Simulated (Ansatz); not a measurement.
Stepwise reaction of `O[SiH](F)[SiH2]F` with ammonia, as a gas-phase model of exchange steps in deposition or etching. ΔE in kJ/mol.

Computed with Ansatz on PBE0-D4/def2-TZVP structures; ΔE is electronic, products minus reactants. CCSD(T)/CBS is the MP2 limit (def2-TZVPP, def2-QZVPP) plus CCSD(T) − MP2 in def2-TZVPP, frozen cores. This one scheme is used for every species. Functionals use def2-TZVPP. B3LYP here is the variant with VWN-RPA as its local correlation; programs differ in this. Each species was taken in one conformer, which may not be the lowest.

| step | reaction | PBE-D4 | B3LYP-D4 | ωB97M-V | CCSD(T)/CBS |
| --- | --- | --- | --- | --- | --- |
| 2 | `N[SiH](O)[SiH2]F` + NH₃ → `N[SiH2][SiH](N)O` + H–F | 80.0 | 86.7 | 85.0 | 81.9 |

Problem. Give the row of step 1, `O[SiH](F)[SiH2]F` + NH₃ → `N[SiH](O)[SiH2]F` + H–F. (An estimate is asked.)

Solution. Ansatz gave: 
| step | reaction | PBE-D4 | B3LYP-D4 | ωB97M-V | CCSD(T)/CBS |
| --- | --- | --- | --- | --- | --- |
| 1 | `O[SiH](F)[SiH2]F` + NH₃ → `N[SiH](O)[SiH2]F` + H–F | 79.2 | 86.5 | 84.9 | 82.5 |

Problem. By hand: ΔE of the 2 steps together at CCSD(T)/CBS.

Solution. (82.5) + (81.9) = 164.4 kJ/mol, or 82.2 kJ/mol a step.

In ΔE the steps differ by no more than 0.6 kJ/mol. All are uphill at CCSD(T)/CBS. PBE-D4 differs from CCSD(T)/CBS by -3.3 to -1.9 kJ/mol a step. Isolated molecules leave out the surface, adducts and barriers. Largest T1 diagnostic: 0.012.
